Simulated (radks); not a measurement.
Pm LV, configuration [He] 2s2 2p3 (the NIST ground configuration).

Calculated with a radial shooting solver on a logarithmic mesh with Libxc functionals: Dirac Kohn-Sham, PBE, spin-unpolarised, spherical densities, finite nucleus; open shells fill j = l - 1/2 first; Fermi nuclear charge, rms radius 4.962 fm.

Energy parts (hartree):
| part | energy |
|---|---|
| total | -6101.1286 |
| kinetic | 6809.4918 |
| electron-nucleus | -13189.4497 |
| Hartree | 358.7709 |
| exchange-correlation | -79.9416 |

Orbitals (lengths in bohr, moments of r in powers of bohr; r(90%) holds 90 % of the orbital's charge):
| orbital | occ. | eigenvalue (hartree) | r(90%) | small-component weight |
|---|---|---|---|---|
| 1s1/2 | 2 | -1835.231 | 0.0417 | 5.15e-02 |
| 2s1/2 | 2 | -428.9112 | 0.147 | 1.21e-02 |
| 2p1/2 | 2 | -419.7689 | 0.129 | 1.20e-02 |
| 2p3/2 | 1 | -397.2555 | 0.137 | 1.13e-02 |
| 3s1/2 | 0 | -181.4871 | 0.324 | 5.02e-03 |
| 3p1/2 | 0 | -178.4492 | 0.310 | 4.97e-03 |
| 3p3/2 | 0 | -172.1076 | 0.321 | 4.78e-03 |

The highest occupied level is 2p3/2 at -10809.9 eV. The density falls to 0.001 e/bohr^3 at r = 0.36 bohr. For comparison, the ionisation energy in NIST's Atomic Spectra Database is 10942 eV (theoretical). In exact Kohn-Sham theory the highest level is minus the ionisation energy, but local and semilocal functionals leave it too shallow, through self-interaction and a potential that decays too fast; potentials with the right tail come closer. The electron density at the nucleus is 4.832e+05 e/bohr^3. Summed over all electrons, <r^2> = 0.04689 bohr^2, which gives a Langevin (diamagnetic) susceptibility term of -0.0371 x 10^-6 cm^3/mol.

Beside tabulated values, note that spin-unpolarised runs miss the spin-polarisation part of the exchange energy of open shells.
